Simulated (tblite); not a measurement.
Question: Write a Z-matrix for `COC1=CC[C](S)S1` [radical] as optimised with GFN2-xTB. (Doublet state.)

Answer: 
Z-matrix in Å and degrees, rows numbered from 1:
```
C 
O   1  1.4101
C   2  1.3431  1  117.52
C   3  1.3351  2  125.41  1  -175.63
C   4  1.4899  3  115.66  2  -178.76
C   5  1.4948  4  106.49  3    -8.27
S   6  1.7446  5  119.48  4   162.08
S   6  1.7498  5  112.12  4    12.89
H   1  1.0878  2  105.90  3  -179.53
H   1  1.0943  2  111.24  3    61.37
H   1  1.0948  2  111.20  3   -60.39
H   4  1.0745  3  122.72  2     0.70
H   5  1.0976  4  111.56  3  -128.02
H   5  1.1007  4  110.80  3   114.02
H   7  1.3343  6   95.87  5   168.78
```

C6 (carbon bonded to C and 2 S) has angles 120.5°, 119.5° and 112.1°, sum 352.1°, 0.27 Å off the plane of its three neighbours. The C–O distances run from 1.343 Å (O2–C3, drawn single) to 1.410 Å (C1–O2, drawn single), a spread of 0.067 Å. The 3 C–C bonds span 1.335 Å (C3=C4, drawn double) to 1.495 Å (C5–C6, drawn single), a spread of 0.160 Å. The 5-membered ring C3–C4–C5–C6–S8 has internal angles of 90.9° to 115.7°; it is slightly puckered (a soft mode that the optimisation may not have finished), 0.06 Å rms from its mean plane, widest ring torsion 13°.

Computed geometry: GFN2-xTB, gas phase. This method treats the open shell by occupation alone, without spin polarisation.

Point group: C1 (no symmetry element, even within 0.4 Å). Its GFN2-xTB frequencies are all real (lowest 46 cm⁻¹). Torsions: C1–O2–C3–C4 -176°, C5–C6–S7–H 169°, C3–C4–C5–C6 -8°, C4–C5–C6–S7 162°, C5–C6–S8–C3 -11°, O2–C3–S8–C6 -174°. 2 starts were optimised and ended at 0.00 and 0.34 kcal/mol (GFN2-xTB); the lowest of these is shown.

One conformer stands for the species.
